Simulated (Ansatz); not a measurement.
**Question.** Name a neutral molecule of B, O, Si and H with size of the dipole moment (ωB97M-V/def2-TZVPP) between 1.00 and 1.30 D and HOMO–LUMO gap (ωB97M-V/def2-TZVPP) between 8.90 and 9.20 eV (Ansatz, PBE0-D4/def2-TZVP geometry).

**Answer.** `B[SiH2]BO` (1.20 D, 9.13 eV); `B[SiH](B)O` (1.16 D, 9.04 eV); `B[SiH2][SiH2]O` (1.22 D, 9.00 eV). Other molecules can fit too; these were computed, each in one conformer that needn't be the lowest.
